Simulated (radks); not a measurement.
Values are calculated unless marked as measured or tabulated.
The oxygen anion O2-, [Ne], held by a Watson sphere: a shell of charge +2.39 at radius R that stands for the Madelung well of a crystal (potential energy -2.39/R inside, -2.39/r outside, in hartree with lengths in bohr). Level of theory: non-relativistic Kohn-Sham, LDA (Slater exchange, Perdew-Wang correlation), spin-unpolarised, spherical densities, point nucleus (a radial shooting solver on a logarithmic mesh with Libxc functionals). Response by self-consistent Sternheimer equations with the Hartree and adiabatic LDA kernel. The sphere does not respond.

R (bohr)  e(1s) (eV)  e(2s) (eV)  e(2p) (eV)  <r> 2p (bohr)  sum of <r^2> (bohr^2)  X-ray form factor at sin(theta)/lambda = 0.2 1/angstrom  alpha (bohr^3)
1.66         -508.26     -28.416     -13.907          1.366                  18.16                                                    6.384           8.102
1.79         -508.18     -27.474     -13.155          1.401                  19.09                                                    6.287           9.291
1.97         -508.00     -26.281     -12.179          1.447                  20.34                                                    6.169           11.19
2.74         -506.69     -22.483      -8.845          1.617                  25.58                                                    5.849           23.70
2.75         -506.67     -22.445      -8.809          1.619                  25.65                                                    5.846           23.92
3.23         -505.80     -20.889      -7.322          1.710                  28.94                                                    5.749           36.93
3.38         -505.55     -20.492      -6.930          1.737                  30.00                                                    5.730           42.10
3.85         -504.84     -19.455      -5.879          1.818                  33.41                                                    5.689           62.73
3.98         -504.66     -19.214      -5.631          1.839                  34.40                                                    5.682           69.85
